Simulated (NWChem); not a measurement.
# SnHOClF2; SMILES [OH][Sn]([F])([F])[Cl]

```xyz
6

O      1.8545    -0.8569     0.0000
Sn     0.0158    -0.2111     0.0000
F     -0.9374    -0.9014     1.5134
F     -0.9374    -0.9014    -1.5134
Cl    -0.0382     2.0858     0.0000
H      1.8941    -1.8231     0.0000
```
Atoms are numbered in this order, from 1.

Computed with NWChem. Coordinates come from a PBE0/def2-SVP (def2 core potentials past Kr) optimisation.

Estimate the computed values for PBE0/STO-3G (all-electron, non-relativistic). Quantities: highest occupied level (eV); orbital gap (eV); dipole (D).


- highest occupied level (eV) = -4.85
- orbital gap (eV) = 7.25
- dipole (D) = 3.06
